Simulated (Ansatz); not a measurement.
Reaction (redistribution): `O[SiH2]C#C[SiH3]` + `O=C[SiH2]BO` → `O[SiH](O)C#C[SiH3]` + `B[SiH2]C=O`

Gas-phase electronic energies from Ansatz, PBE0-D4/def2-TZVP geometries. CBS: MP2 limit from def2 TZ/QZ plus the TZ coupled-cluster correction, frozen cores. Functionals use def2-TZVPP. B3LYP here is the variant with VWN-RPA as its local correlation; programs differ in this. Each species was taken in one conformer, which may not be the lowest.

`O[SiH2]C#C[SiH3]`:

```xyz
11

O    -0.952    2.852   -0.658
Si   -0.722    1.449   -1.479
C    -0.059    0.140   -0.385
C     0.367   -0.732    0.346
Si    1.016   -2.042    1.440
H    -1.485    2.824    0.138
H    -1.986    0.929   -2.058
H     0.257    1.751   -2.543
H     0.194   -3.266    1.279
H     2.424   -2.330    1.075
H     0.947   -1.574    2.846
```

`O=C[SiH2]BO`:

Cartesian coordinates in Å:
```
O 0.642 1.508 1.117
C -0.484 1.343 0.692
Si -0.906 -0.206 -0.387
B 0.846 -1.242 -0.525
O 1.924 -0.741 0.094
H -1.253 2.108 0.944
H -1.452 0.316 -1.673
H -2.021 -0.911 0.309
H 0.972 -2.272 -1.126
H 1.732 0.097 0.557
```

`O[SiH](O)C#C[SiH3]`:

Cartesian coordinates in Å:
```
O -1.877 1.858 1.226
Si -0.255 1.707 1.085
O 0.525 1.438 2.495
C 0.087 0.306 -0.049
C 0.303 -0.635 -0.788
Si 0.638 -2.038 -1.909
H -2.415 1.069 1.148
H 0.252 2.989 0.575
H 0.563 0.543 2.834
H 0.962 -3.237 -1.099
H 1.784 -1.697 -2.785
H -0.567 -2.302 -2.733
```

`B[SiH2]C=O`:

```xyz
9

B    -1.370   -0.957   -0.095
Si   -0.155    0.523    0.502
C     1.545    0.316   -0.397
O     2.571    0.053    0.172
H    -1.429   -1.229   -1.258
H    -2.051   -1.582    0.660
H     0.085    0.651    1.960
H    -0.740    1.790   -0.035
H     1.544    0.434   -1.509
```

| level | ΔE (kcal/mol) |
| --- | --- |
| r2SCAN-D4 | 11.9 |
| B3LYP-D4 | 12.7 |
| r2SCAN | 11.9 |
| HF/def2-TZVPP | 7.3 |
| MP2/def2-TZVPP | 12.3 |
| SCS-MP2/def2-TZVPP | 11.7 |
| HF/def2-QZVPP | 7.0 |
| CCSD/CBS(def2) | 10.9 |

Problem. What does CCSD(T)/CBS give? (An estimate is asked.)

Solution. Ansatz gave: +12.0 kcal/mol. The listed levels differ from it by -0.1, 0.7, -0.1, -4.7, 0.3, -0.3, -5.0, -1.1 kcal/mol.

Largest T1 diagnostic among the species: 0.017.

From PBE to PBE0 (25 % exact exchange), in def2-TZVPP and without D4, ΔE moves by −0.9 kcal/mol. In def2-TZVPP, CCSD(T) changes the Hartree–Fock value by +5.2 kcal/mol (the triples alone add +1.1 kcal/mol) and MP2 by +5.0 kcal/mol.
